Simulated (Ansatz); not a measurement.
Basis-set series for `N[SiH](Cl)Cl`. Total charge 0; spin multiplicity 1. Geometry: relaxed with PBE0-D4/def2-TZVP. It is one conformer, not always the lowest.

```csv
functional,basis,functions,energy (Eh),HOMO (eV),LUMO (eV)
PBE0-D4,def2-SVP,83,-1265.67672,-8.03,1.07
PBE0-D4,def2-QZVPP,357,-1266.21367,-8.27,0.26
ωB97M-V,def2-SVP,83,-1266.07525,-10.35,2.91
ωB97M-V,def2-QZVPP,357,-1266.60905,-10.61,1.59
```

(1) Give the rows for def2-TZVPP. (An estimate is asked.)

## Answers

(1) Ansatz gave: 
| functional | basis | functions | energy (Eh) | HOMO (eV) | LUMO (eV) |
| --- | --- | --- | --- | --- | --- |
| PBE0-D4 | def2-TZVPP | 199 | -1266.17291 | -8.22 | 0.50 |
| ωB97M-V | def2-TZVPP | 199 | -1266.57047 | -10.56 | 2.04 |

Positive LUMOs are unbound and depend on the basis.
